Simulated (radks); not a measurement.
Question: Radial electron density D(r) = 4 pi r^2 rho(r) of an atom or ion with 43 electrons. Method: scalar-relativistic Kohn-Sham, PBE, spin-unpolarised, spherical densities, finite nucleus; Fermi nuclear charge, rms radius of each element as measured or else 0.836 A^(1/3) + 0.57 fm; computed with a radial shooting solver on a logarithmic mesh with Libxc functionals.

r (bohr),D(r) (e/bohr)
0.001759,3.605
0.001999,4.477
0.002272,5.542
0.002603,6.926
0.002958,8.507
0.003362,10.40
0.003821,12.65
0.004378,15.46
0.004976,18.56
0.005656,22.09
0.006428,26.07
0.007364,30.75
0.00837,35.50
0.009513,40.46
0.01081,45.44
0.01239,50.51
0.01408,54.77
0.016,58.21
0.01819,60.56
0.02067,61.60
0.02368,61.21
0.02691,59.61
0.03059,57.26
0.03477,54.86
0.03983,53.21
0.04527,53.40
0.05145,55.84
0.05848,60.54
0.067,67.12
0.07614,73.24
0.08654,77.41
0.09836,78.03
0.1127,74.17
0.1281,67.26
0.1456,59.60
0.1654,54.10
0.1895,52.88
0.2154,56.02
0.2448,60.76
0.2783,63.32
0.3163,60.67
0.3624,51.53
0.4118,39.49
0.4681,28.10
0.532,20.56
0.6095,17.77
0.6927,18.43
0.7873,19.58
0.8948,19.17
1.025,16.44
1.165,12.50
1.324,8.414
1.505,5.029
1.724,2.560
1.96,1.197
2.228,0.4912
2.532,0.1728
2.9,0.04651
3.297,0.01078
3.747,0.001935

What is the nuclear charge?

Answer: Z = 48. The innermost maximum, from 1s, lies near gamma/Z bohr with gamma = sqrt(1 - (Z/c)^2) = 0.937, here 0.0195 bohr (found: 0.0213), and its height grows with Z. The density is that of the cadmium ion Cd5+ in [Kr] 4d7; the configuration itself is not fixed sharply by these data, and Z only to a few units. D(r) has 4 maxima, at r = 0.0213, 0.0938, 0.281, 0.819 bohr, and minima at 0.0421, 0.182, 0.624 bohr, inside which lie 2.01, 11.12, 29.07 electrons.
